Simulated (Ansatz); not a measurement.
`C[CH](C)[InH][CH](C)C` and `C[CH](C)[In]([CH](C)C)[N](C)C` differ in one atom or group.

Ansatz, PBE0-D4/def2-TZVP geometries, multiplicity 1. Each molecule was computed in one conformer, which needn't be the lowest.

Elements past krypton have def2 core potentials.

```
                               property  `C[CH](C)[InH][CH](C)C`
HOMO–LUMO gap (ωB97M-V/def2-TZVPP) / eV                     8.40
     HOMO energy (PBE0/def2-TZVPP) / eV                    -6.24
   HOMO–LUMO gap (PBE0/def2-TZVPP) / eV                     4.92
      HOMO energy (PBE/def2-TZVPP) / eV                    -5.18
    HOMO energy (B3LYP/def2-TZVPP) / eV                    -6.06
  HOMO–LUMO gap (B3LYP/def2-TZVPP) / eV                     4.46
```

Task: Give the same properties after the change, and the shifts. (An estimate is asked.)

Result: The calculation gave: 
| property | `C[CH](C)[In]([CH](C)C)[N](C)C` | shift |
| --- | --- | --- |
| HOMO–LUMO gap (ωB97M-V/def2-TZVPP) / eV | 8.48 | 0.08 |
| HOMO energy (PBE0/def2-TZVPP) / eV | -5.57 | 0.67 |
| HOMO–LUMO gap (PBE0/def2-TZVPP) / eV | 4.91 | -0.01 |
| HOMO energy (PBE/def2-TZVPP) / eV | -4.43 | 0.75 |
| HOMO energy (B3LYP/def2-TZVPP) / eV | -5.41 | 0.65 |
| HOMO–LUMO gap (B3LYP/def2-TZVPP) / eV | 4.49 | 0.03 |

B3LYP here is the variant with VWN-RPA as its local correlation; programs differ in this.
